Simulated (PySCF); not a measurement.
F₃Sc, singlet, at a GFN2-xTB geometry (such geometries of metal compounds can be far from the true shape); B3LYP/6-31G** (PySCF).

PySCF was given this input:
```python
from pyscf import gto, scf, dft

mol = gto.Mole()
mol.atom = '''
    Sc    0.000000   -0.000000    0.000000
    F    -1.491964   -0.924652    0.063173
    F    -0.000963    1.624004   -0.668984
    F     1.492927   -0.699351    0.605811
'''
mol.basis = '6-31g**'
mol.charge = 0
mol.spin = 0
mol.verbose = 4
mol.build()

mf = dft.RKS(mol)
mf.xc = 'b3lyp'
mf.kernel()
mf.analyze()
```

What the program printed (banner, timings and long lists left out):

```
PySCF version 2.14.0

[INPUT] verbose = 4
[INPUT] num. atoms = 4
[INPUT] num. electrons = 48
[INPUT] charge = 0
[INPUT] spin (= nelec alpha-beta = 2S) = 0
[INPUT] symmetry False subgroup None
[INPUT] Mole.unit = angstrom
[INPUT] Symbol           X                Y                Z      unit          X                Y                Z       unit  Magmom
[...]
nuclear repulsion = 213.098206482362
number of shells = 30
number of NR pGTOs = 178
number of NR cGTOs = 76
basis = 6-31g**
ecp = {}

******** <class 'pyscf.dft.rks.RKS'> ********
method = RKS
initial guess = minao
damping factor = 0
level_shift factor = 0
DIIS = <class 'pyscf.scf.diis.CDIIS'>
diis_start_cycle = 1
diis_space = 8
diis_damp = 0
SCF conv_tol = 1e-09
SCF conv_tol_grad = None
SCF max_cycles = 50
direct_scf = True
direct_scf_tol = 1e-13
XC library pyscf.dft.libxc version 7.1.2
    S. Lehtola, C. Steigemann, M. J. T. Oliveira, and M. A. L. Marques,  SoftwareX 7, 1–5 (2018)
XC functionals = b3lyp
    P. J. Stephens, F. J. Devlin, C. F. Chabalowski, and M. J. Frisch,  J. Phys. Chem. 98, 11623 (1994)
radial grids:
    Treutler-Ahlrichs [JCP 102, 346 (1995); DOI:10.1063/1.469408] (M4) radial grids

becke partition: Becke, JCP 88, 2547 (1988); DOI:10.1063/1.454033
pruning grids: <function nwchem_prune>
grids dens level: 3
symmetrized grids: False
atomic radii adjust function: <function treutler_atomic_radii_adjust>
small_rho_cutoff = 0
Set gradient conv threshold to 3.16228e-05
Initial guess from minao.
tot grids = 63432
init E= -1060.19261923842
[...]
cycle= 1 E= -1060.29151169377  delta_E= -0.0989  |g|= 0.909  |ddm|= 2.23
[...]
cycle= 2 E= -1060.23993671598  delta_E= 0.0516  |g|= 1.13  |ddm|= 1.06
[...]
cycle= 3 E= -1060.41311283457  delta_E= -0.173  |g|= 0.286  |ddm|= 0.669
[...]
cycle= 4 E= -1060.43136912038  delta_E= -0.0183  |g|= 0.0126  |ddm|= 0.198
[...]
cycle= 5 E= -1060.43139848481  delta_E= -2.94e-05  |g|= 0.0012  |ddm|= 0.00633
[...]
cycle= 6 E= -1060.43139876512  delta_E= -2.8e-07  |g|= 7.71e-05  |ddm|= 0.000841
[...]
cycle= 7 E= -1060.43139876666  delta_E= -1.54e-09  |g|= 9.25e-06  |ddm|= 8.67e-05
[...]
cycle= 8 E= -1060.43139876666  delta_E= 1.82e-12  |g|= 1.18e-05  |ddm|= 1.28e-05
[...]
Extra cycle  E= -1060.4313987666  delta_E= 5.64e-11  |g|= 2.2e-05  |ddm|= 1.79e-05
converged SCF energy = -1060.4313987666
**** SCF Summaries ****
Total Energy =                       -1060.431398766602342
Nuclear Repulsion Energy =             213.098206482362059
One-electron Energy =                -1886.949270884999351
Two-electron Energy =                  613.419665636035006
Two-electron Coulomb Energy =          684.162088363872044
DFT Exchange-Correlation Energy =      -70.742422727837081
HOMO-LUMO gap [eV] =                     8.103842734259578
**** MO energy ****
[...]
 ** Mulliken pop on meta-lowdin orthogonal AOs  **
 ** Mulliken pop  **
 ** Mulliken atomic charges  **
charge of    0Sc =      1.38209
charge of    1F =     -0.46069
charge of    2F =     -0.46070
charge of    3F =     -0.46069
Dipole moment(X, Y, Z, Debye):  0.00001, -0.00007,  0.00001
```
